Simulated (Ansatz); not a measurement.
`COC=C(O)O` and `OC(O)=[CH][SnH3]` differ in one atom or group.

Ansatz, PBE0-D4/def2-TZVP geometries, multiplicity 1. Each molecule was computed in one conformer, which needn't be the lowest.

Elements past krypton have def2 core potentials.

| property | `COC=C(O)O` |
| --- | --- |
| HOMO energy (PBE/def2-TZVPP) / eV | -4.56 |
| HOMO–LUMO gap (ωB97M-V/def2-TZVPP) / eV | 10.64 |
| LUMO energy (PBE0/def2-TZVPP) / eV | 1.14 |
| size of the dipole moment (ωB97M-V/def2-TZVPP) / D | 1.06 |
| HOMO energy (B3LYP/def2-TZVPP) / eV | -5.61 |
| HOMO energy (ωB97M-V/def2-TZVPP) / eV | -8.05 |

Question: What does the change do to each property? (Best estimate.)

Answer: Computed: 
```
                                          property  `OC(O)=[CH][SnH3]`  shift
                 HOMO energy (PBE/def2-TZVPP) / eV               -5.29  -0.73
           HOMO–LUMO gap (ωB97M-V/def2-TZVPP) / eV               10.26  -0.38
                LUMO energy (PBE0/def2-TZVPP) / eV                0.21  -0.93
size of the dipole moment (ωB97M-V/def2-TZVPP) / D                1.09   0.03
               HOMO energy (B3LYP/def2-TZVPP) / eV               -6.28  -0.67
             HOMO energy (ωB97M-V/def2-TZVPP) / eV               -8.69  -0.64
```

With PBE0 the HOMO falls by 0.68 eV and the LUMO falls by 0.93 eV, so the gap narrows by about 0.25 eV. PBE moves the HOMO by -0.73 eV and ωB97M-V by -0.64 eV. Dipoles are sizes alone; their direction can turn.

B3LYP here is the variant with VWN-RPA as its local correlation; programs differ in this.
